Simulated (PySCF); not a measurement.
**Polarisability and C₆ of K⁺ (potassium, charge +1)**

[Ar], closed-shell 1S. Calculation: PySCF 2.14, in aug-cc-pwCVTZ-X2C; the spin-free X2C one-electron Hamiltonian (Gaussian nucleus). Coupled (time-dependent) response in atomic units; α is the mean over directions.

```
method  mean α (bohr³)  C₆ (like pair)  S(−4)
   UHF           5.399           22.90  5.409
   PBE           5.657           24.22  6.268
  PBE0           5.544           23.63  5.891
 B3LYP           5.604           23.93  6.095
```

S(−4) is the Cauchy moment in α(ω) = α(0) + S(−4) ω² + …

α(iu) at UHF:

```
u (hartree)  α(iu) (bohr³)
          0          5.399
     0.0500          5.386
      0.100          5.346
      0.200          5.192
      0.300          4.958
      0.500          4.342
      0.750          3.519
       1.00          2.801
       1.50          1.798
       2.00          1.215
       3.00         0.6441
       5.00         0.2668
```

For an ion, C₆ is the dispersion term alone; charge-induced terms of lower order in 1/R come first.
